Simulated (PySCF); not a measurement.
Al(H)(Et)(vinyl) (C₄H₉Al), SMILES C=[CH][AlH][CH2]C.

The structure is a stationary point at B3LYP-D3(BJ)/def2-SVP. The structure was generated by enumeration; whether it is a known compound was not checked. Other conformers were not sampled.

Two levels are set side by side: PBE/def2-TZVP (PySCF) and PBE0/def2-TZVP (PySCF). Same geometry, gas phase. Differences are taken from unrounded values.

```json
[
 {"quantity": "orbital gap (eV)", "PBE0": "5.93"},
 {"quantity": "highest occupied level (eV)", "PBE0": "-7.37"},
 {"quantity": "lowest empty level (eV)", "PBE0": "-1.43"},
 {"quantity": "dipole moment (D)", "PBE0": "0.74"},
 {"quantity": "mean polarisability (bohr³)", "PBE0": "75.1"}
]
```

Q: What does PBE give, and how far is it from PBE0? (The exact figures need the calculation; the answer reports its results.)

A: 
| quantity | PBE | PBE minus PBE0 |
|---|---|---|
| orbital gap (eV) | 3.85 | -2.08 |
| highest occupied level (eV) | -6.12 | 1.25 |
| lowest empty level (eV) | -2.27 | -0.84 |
| dipole moment (D) | 0.78 | 0.04 |
| mean polarisability (bohr³) | 77.6 | 2.5 |

PBE's occupied levels lie high since its potential decays too fast outside the molecule; exact exchange lowers them and widens the gap. PBE's more diffuse valence density responds more strongly to a field. Differences between two approximate levels are no errors against the true value.

Rough cost on one machine, each run with all the roots and properties that it gave: PBE0 against PBE within a factor of 2.
